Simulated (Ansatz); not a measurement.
Job for Ansatz (a program for electronic structure): R-CCSD(T)/aug-cc-pV(T+d)Z on H4OSi (SMILES O[SiH3]). Files ending in .json are basis or fitting sets from the Basis Set Exchange.

Ansatz 0.2 input:
```yaml
crystal:
  periodic: [false, false, false]
  atoms:
    - {symbol: O, position_ang: [-0.01748214, 1.29707190, 3.40356268]}
    - {symbol: Si, position_ang: [-0.10282415, -0.28393425, 3.88264155]}
    - {symbol: H, position_ang: [0.75611626, 1.80866931, 3.65135412]}
    - {symbol: H, position_ang: [1.01587476, -1.08553931, 3.32944093]}
    - {symbol: H, position_ang: [-1.38903566, -0.79175002, 3.36889419]}
    - {symbol: H, position_ang: [-0.06626457, -0.40278892, 5.36166158]}
basis:
  gaussian:
    orbitals: aug-cc-pV_T+d_Z.json
magnetization: {spin_polarized: false}
correlation: {method: ccsd_t, electrons: outside_noble_gas}
scf: {lower_state_search: off}
```

Task: Give the final energy of this run.

Result: -366.6351 hartree (reference determinant -366.2135, T1 diagnostic 0.011).

Task: How many basis functions does it have, and what does it roughly cost on one machine?

Result: 193 functions; about 50 core-seconds (a rough figure).
